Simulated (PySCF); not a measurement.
## Cu³⁺ (copper, charge +3) across methods

[Ar] 3d8, high-spin 3F determinant. All numbers are calculated (PySCF 2.14, the spin-free X2C one-electron Hamiltonian (Gaussian nucleus), in aug-cc-pwCVTZ-DK with one added diffuse shell each of s, p, d, f, g type (11s10p8d5f4g, 152 functions)).

| method | E (hartree) | mean ε 3p β (eV) | mean ε 3d α (eV) | mean ε 3d β (eV) | Σ⟨r²⟩ (bohr²) | ⟨S²⟩ |
| --- | --- | --- | --- | --- | --- | --- |
| LDA | -1649.423 | -116.31 | -50.254 | -48.179 | 12.90 | 2.001 |
| UHF | -1651.02862 | -134.43 | -61.980 | -59.148 | 12.60 | 2.002 |
| PBE0 | -1652.143 | -121.08 | -53.179 | -51.088 | 12.78 | 2.001 |
| r2SCAN | -1652.357 | -117.74 | -50.370 | -48.550 | 12.76 | 2.001 |
| PBE | -1652.108 | -116.18 | -49.926 | -48.050 | 12.88 | 2.001 |
